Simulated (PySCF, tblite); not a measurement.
Isomers of C7H6F (doublet state), one GFN2-xTB conformer each. Single-point energies are computed at B3LYP/pcH-1 (PySCF, gas phase, no added dispersion term), electronic only. GFN2-xTB treats the open shell by occupation alone, and not every SCF solution was tested for stability.

```json
{"SMILES": "C#C[C@@H]1[CH][C@]12C[C@@H]2F", "GFN2-xTB relative energy (kcal/mol)": "93.4"}
{"SMILES": "[CH2]c1cccc(F)c1", "GFN2-xTB relative energy (kcal/mol)": "0.0"}
{"SMILES": "C#CC1=C(F)CC[CH]1", "GFN2-xTB relative energy (kcal/mol)": "40.5"}
```

Conformers: `[CH2:1][c:2]1[cH:3][cH:4][cH:5][c:6]([F:7])[cH:8]1` (doublet state) with H–C1–C2–C3 180° and 0°.

Question: What does B3LYP/pcH-1 give for the same structures?

Answer: 
```json
{"SMILES": "[CH2]c1cccc(F)c1", "B3LYP/pcH-1 E (Eh)": "-370.17527", "B3LYP/pcH-1 (kcal/mol)": "0.0", "GFN2-xTB (kcal/mol)": "0.0", "point group": "Cs"}
{"SMILES": "C#CC1=C(F)CC[CH]1", "B3LYP/pcH-1 E (Eh)": "-370.09159", "B3LYP/pcH-1 (kcal/mol)": "52.5", "GFN2-xTB (kcal/mol)": "40.5", "point group": "Cs"}
{"SMILES": "C#C[C@@H]1[CH][C@]12C[C@@H]2F", "B3LYP/pcH-1 E (Eh)": "-369.99395", "B3LYP/pcH-1 (kcal/mol)": "113.8", "GFN2-xTB (kcal/mol)": "93.4", "point group": "C1"}
```

Both levels put the same isomer lowest; measured from each level's own lowest isomer, the values differ by up to 20.4 kcal/mol (C#C[C@@H]1[CH][C@]12C[C@@H]2F: 93.4 against 113.8). As drawn, the highest has a three-membered ring and a quaternary carbon, which the lowest lacks.

Question: What happens when harmonic zero-point energies from GFN2-xTB frequencies are added?

Answer: 
| SMILES | ZPE (kcal/mol) | electronic (kcal/mol) | with ZPE (kcal/mol) |
| --- | --- | --- | --- |
| [CH2]c1cccc(F)c1 | 64.9 | 0.0 | 0.0 |
| C#CC1=C(F)CC[CH]1 | 63.9 | 52.5 | 51.5 |
| C#C[C@@H]1[CH][C@]12C[C@@H]2F | 62.7 | 113.8 | 111.5 |

The zero-point energies span 2.2 kcal/mol. The order is unchanged.
